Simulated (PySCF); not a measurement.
## Molecular orbitals of GaB

r²SCAN at R = 2.234 Å; PySCF, no relativity, basis sets Ga def2-SVP, B def2-SVP. State: ³Π (triplet), unpaired electrons σ ↑, π ↑. Only the outer orbitals are listed, counted within each symmetry.

```json
{"spin": "α", "orbital": "8σ", "occ.": "1", "ε (eV)": "-11.70", "on Ga (%)": "46", "main shells (%)": "50 B s, 40 Ga s"}
{"spin": "α", "orbital": "9σ", "occ.": "1", "ε (eV)": "-8.03", "on Ga (%)": "51", "main shells (%)": "46 Ga s, 39 B s, 10 B p"}
{"spin": "α", "orbital": "4π", "occ.": "1", "ε (eV)": "-4.83", "on Ga (%)": "32", "main shells (%)": "68 B p, 30 Ga p"}
{"spin": "α", "orbital": "10σ", "occ.": "1", "ε (eV)": "-4.76", "on Ga (%)": "44", "main shells (%)": "53 B p, 33 Ga p, 11 Ga s"}
{"spin": "α", "orbital": "4π", "occ.": "0", "ε (eV)": "-3.99", "on Ga (%)": "42", "main shells (%)": "58 B p, 41 Ga p"}
{"spin": "α", "orbital": "5π", "occ.": "0", "ε (eV)": "-1.88", "on Ga (%)": "71", "main shells (%)": "70 Ga p, 29 B p"}
{"spin": "α", "orbital": "5π", "occ.": "0", "ε (eV)": "-1.39", "on Ga (%)": "61", "main shells (%)": "60 Ga p, 39 B p"}
{"spin": "β", "orbital": "8σ", "occ.": "1", "ε (eV)": "-10.45", "on Ga (%)": "56", "main shells (%)": "52 Ga s, 38 B s"}
{"spin": "β", "orbital": "9σ", "occ.": "1", "ε (eV)": "-6.58", "on Ga (%)": "54", "main shells (%)": "46 B s, 43 Ga s, 10 Ga p"}
{"spin": "β", "orbital": "4π", "occ.": "0", "ε (eV)": "-3.61", "on Ga (%)": "47", "main shells (%)": "53 B p, 46 Ga p"}
{"spin": "β", "orbital": "4π", "occ.": "0", "ε (eV)": "-2.80", "on Ga (%)": "61", "main shells (%)": "60 Ga p, 39 B p"}
{"spin": "β", "orbital": "10σ", "occ.": "0", "ε (eV)": "-2.46", "on Ga (%)": "37", "main shells (%)": "49 B p, 33 Ga p, 14 B s"}
```

**Question.** Which are the highest filled and the lowest empty level, where do they sit, and how wide is the gap?

**Answer.** Highest filled α 10σ at -4.76 eV (in %: 53 B p, 33 Ga p, 11 Ga s); lowest empty α 4π at -3.99 eV (in %: 58 B p, 41 Ga p); the gap at r²SCAN is 0.77 eV.

| Property | Result |
| --- | --- |
| bond order (Mayer) | 1.15 |
| ⟨S²⟩ | 2.006 |
| charge on Ga (Mulliken, basis-dependent) | 0.18 |
| charge on Ga (Löwdin, basis-dependent) | 0.11 |
| dipole moment (positive dipole means Ga(−)B(+)) | -1.06 D |

Spin–orbit coupling is left out. The state was picked by a PBE0 search and need not be the measured ground state.
